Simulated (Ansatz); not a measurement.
The cluster Al₅Ga: single points at one geometry.

```yaml
crystal:
  periodic: [false, false, false]
  atoms:
    - {symbol: Al, position_ang: [0.836265, 1.801337, -0.743946]}
    - {symbol: Al, position_ang: [-0.642618, -0.027148, -1.921952]}
    - {symbol: Al, position_ang: [1.290112, -0.874291, -0.543313]}
    - {symbol: Al, position_ang: [-2.225463, -0.306971, 0.142428]}
    - {symbol: Al, position_ang: [0.986527, 0.825673, 1.713644]}
    - {symbol: Ga, position_ang: [-0.244814, -1.418600, 1.353139]}
basis:
  gaussian: {orbitals: def2-TZVP, initial_orbitals: start.molden}
hamiltonian: {xc: {name: wB97X-V}}
scf: {omitted_lower_state_checks: [starts]}
output: {orbitals: {seedname: orbitals}}
```

The file start.molden holds the orbitals of an earlier run on this structure, at another level or in another basis.

```sh
$ ansatz run in.yaml --threads 4 --pin off --events-out ev --progress --plain --max-ram 4787MiB
```

Shortened log:

```
Functional definition: wB97X-V
1698 factors; their error is unknown
394 factors; integrals over basis functions are off by at most 7.8e-6 eV
mean field evaluation 1: about -85350.3385 eV, gradient 4.0e0 eV
mean field evaluation 2: about -85350.4633 eV, gradient 1.1e-1 eV
mean field evaluation 4: about -85350.6237 eV, gradient 7.0e-4 eV
mean field -85350.62373085 eV, -3136.5775693780 hartree, gradient 1.6e-5 eV, S^2 0.000000; 0 other end points of the search recorded, 0 dependent functions left out
reference -85350.62372915 eV, -3136.5775693158 hartree; 48, 48 occupied and 185, 185 virtual orbitals, 1698 factors
Total energy: -85350.62372915 eV, -3136.5775693158 hartree
Checks for a lower state left out: starts
```

It took 17 s on 4 threads of Arm Neoverse V2 on a shared host, peak host memory 1.1 GiB.

First input, but with `hamiltonian: {xc: pbe0, dispersion: d4}`, `output: {forces: true, orbitals: {seedname: orbitals}}` (abridged; 12 s):

```
Functional definition: PBE0
mean field -85340.66635128 eV, -3136.2116424284 hartree, gradient 2.4e-5 eV, S^2 0.000000
Total energy: -85340.97881863 eV, -3136.2231253915 hartree
Atom 0 force    -0.072411    -0.093443     0.037979 eV/Å
Atom 1 force     0.081374     0.002278     0.149817 eV/Å
Atom 2 force    -0.132288     0.018160     0.024111 eV/Å
Atom 3 force     0.164483     0.036013    -0.009568 eV/Å
Atom 4 force    -0.091441    -0.055978    -0.108259 eV/Å
Atom 5 force     0.050282     0.092971    -0.094080 eV/Å
Dipole moment:     0.048276     0.024520    -0.057214 e Å
Checks for a lower state left out: starts
```

First input, but with `correlation: {method: mp2}` and without the key `hamiltonian` (abridged; 8 s):

```
Functional definition: HF
mean field -85246.70020424 eV, -3132.7584502171 hartree, gradient 2.4e-6 eV, S^2 0.000000; unrestricted orbitals would lower it
mean field evaluation 16: about -85247.1234 eV, gradient 1.1e0 eV
34 core orbitals not correlated: weight in the atoms' cores, before any rotation towards them, 1.000 or more for the frozen orbitals, at most 0.000 for the correlated occupied ones
second order -17.58425298 eV of doubles, -0.00000000 eV of singles
Total energy: -85264.28445722 eV, -3133.4046595952 hartree
Checks for a lower state left out: starts
```

First input, but with `gaussian: {orbitals: def2-SVP, initial_orbitals: start.molden}`, `hamiltonian: {xc: {name: LC-wPBE, parameters: {omega: 0.3/bohr}}}` (abridged; 2.7 s):

```
Functional definition: LC-wPBE
mean field -85321.97264214 eV, -3135.5246612883 hartree, gradient 1.3e-5 eV, S^2 0.000000
Total energy: -85321.97264214 eV, -3135.5246612885 hartree
Checks for a lower state left out: starts
```

The first input with `gaussian: {orbitals: def2-SVP, initial_orbitals: start.molden}`, `hamiltonian: {xc: pbe0, dispersion: d4}` (abridged; 2.5 s):

```
Functional definition: PBE0
mean field -85322.34264927 eV, -3135.5382587998 hartree, gradient 2.7e-5 eV, S^2 0.000000
Total energy: -85322.65511533 eV, -3135.5497417156 hartree
Checks for a lower state left out: starts
```

As the first input, with `hamiltonian: {xc: {name: LC-wPBE}}` (abridged; 6 s):

```
Functional definition: LC-wPBE
mean field -85341.61689211 eV, -3136.2465741594 hartree, gradient 3.0e-5 eV, S^2 0.000000
Total energy: -85341.61689211 eV, -3136.2465741596 hartree
Checks for a lower state left out: starts
```

As the first input, with `hamiltonian: {xc: pbe, dispersion: d4}` (abridged; 3.3 s):

```
Functional definition: PBE
mean field -85337.39088537 eV, -3136.0912712763 hartree, gradient 2.7e-5 eV, S^2 0.000000
Total energy: -85337.75292726 eV, -3136.1045760702 hartree
Checks for a lower state left out: starts
```

Geometry: PBE-D4/def2-SVP.

LC-ωPBE has ω = 0.4 bohr⁻¹. Correlated methods freeze 34 core orbitals; core or outer-core shells of Ga are correlated, in sets that lack core-valence functions. The restricted singlet is unstable towards broken spin symmetry in Hartree–Fock (as tested in another run); at ωB97X-V/def2-TZVP, PBE0-D4/def2-TZVP, LC-ωPBE (ω = 0.30 bohr⁻¹)/def2-SVP, PBE0-D4/def2-SVP and others this wasn't settled. At MP2/def2-TZVP the restricted singlet (for correlated methods, its reference) is unstable: a solution with broken spin symmetry lies lower. The structure comes from a short search, and lower isomers may exist.
